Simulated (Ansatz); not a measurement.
```yaml
crystal:
  periodic: [false, false, false]
  atoms:
    - {symbol: F, position_ang: [-1.958868, 0.911850, -0.011427]}
    - {symbol: Si, position_ang: [-0.387909, 0.946872, 0.329326]}
    - {symbol: Al, position_ang: [0.703406, -1.149896, -0.360634]}
    - {symbol: Cl, position_ang: [-0.483081, -2.630822, -1.255296]}
    - {symbol: H, position_ang: [0.196236, 2.129160, -0.365156]}
    - {symbol: H, position_ang: [-0.251103, 1.185829, 1.794082]}
    - {symbol: H, position_ang: [2.242520, -1.461094, -0.176494]}
basis:
  gaussian: {orbitals: def2-TZVPD}
magnetization: {spin_polarized: true, initial_magnetization: 2}
hamiltonian: {xc: {name: HF}}
correlation: {active_space: {window: {electrons: 3, orbitals: 2}}}
```

```sh
$ ansatz run in.yaml --threads 2 --pin off --events-out ev --progress --plain --max-ram 4352MiB
```

Q: How does Ansatz answer? (Best estimate.)

A: Ansatz gave: The input was rejected before any iteration.
```
Error: invalid value for `correlation.active_space`: it starts from restricted Hartree–Fock orbitals; set hamiltonian.xc: hf without magnetization.spin_polarized
```
